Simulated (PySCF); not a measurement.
## How exact exchange moves a shielding

Molecule: `InChI=1S/C3H8BF/c4-2-1-3-5/h1-4H2`.

Geometry:
```json
{"atom": "B1", "x (Å)": "1.651", "y (Å)": "0.777", "z (Å)": "-0.006"}
{"atom": "C2", "x (Å)": "0.844", "y (Å)": "-0.548", "z (Å)": "0.121"}
{"atom": "C3", "x (Å)": "-0.558", "y (Å)": "-0.615", "z (Å)": "-0.475"}
{"atom": "C4", "x (Å)": "-1.546", "y (Å)": "0.248", "z (Å)": "0.274"}
{"atom": "F5", "x (Å)": "-1.618", "y (Å)": "-0.146", "z (Å)": "1.592"}
{"atom": "H6", "x (Å)": "2.736", "y (Å)": "0.868", "z (Å)": "0.524"}
{"atom": "H7", "x (Å)": "1.250", "y (Å)": "1.721", "z (Å)": "-0.655"}
{"atom": "H8", "x (Å)": "0.823", "y (Å)": "-0.851", "z (Å)": "1.185"}
{"atom": "H9", "x (Å)": "1.508", "y (Å)": "-1.312", "z (Å)": "-0.336"}
{"atom": "H10", "x (Å)": "-0.547", "y (Å)": "-0.280", "z (Å)": "-1.526"}
{"atom": "H11", "x (Å)": "-0.935", "y (Å)": "-1.651", "z (Å)": "-0.479"}
{"atom": "H12", "x (Å)": "-2.556", "y (Å)": "0.172", "z (Å)": "-0.165"}
{"atom": "H13", "x (Å)": "-1.239", "y (Å)": "1.310", "z (Å)": "0.251"}
```

GIAO shieldings (ppm, equivalent atoms averaged) in PySCF 2.14 on the PBE0-D3(BJ)/def2-SVP geometry, basis pcSseg-2, gas phase, non-relativistic:

```csv
functional,exact exchange (%),σ(B1),σ(C4),σ(C2),σ(C3)
BLYP,0,-4.3,83.0,139.6,139.8
BP86,0,-1.4,88.3,144.2,145.5
PBE,0,-3.9,88.2,143.6,145.4
B3LYP,20,2.0,90.2,146.6,145.7
PBE0,25,4.7,96.7,152.1,152.1
BHandHLYP,50,11.8,99.4,155.0,152.7
HF,100,30.6,113.3,167.3,162.8
```

Question: Fit each shielding as a line in the percentage of exact exchange.

Answer: σ(B1) = -3.7 + 0.33 x (rms 1.1 ppm); σ(C4) = 86.7 + 0.27 x (rms 2.2 ppm); σ(C2) = 142.9 + 0.25 x (rms 1.8 ppm); σ(C3) = 143.8 + 0.19 x (rms 2.3 ppm). The functionals also differ in their semilocal parts, which the line can't hold; Hartree–Fock has no correlation at all.

Question: What does the line predict for mPW1PW91 (25 %), and what does the run give?

Answer: σ(B1): 4.5 predicted, 5.8 computed; σ(C4): 93.5 predicted, 96.1 computed; σ(C2): 149.2 predicted, 151.9 computed; σ(C3): 148.6 predicted, 151.6 computed ppm.
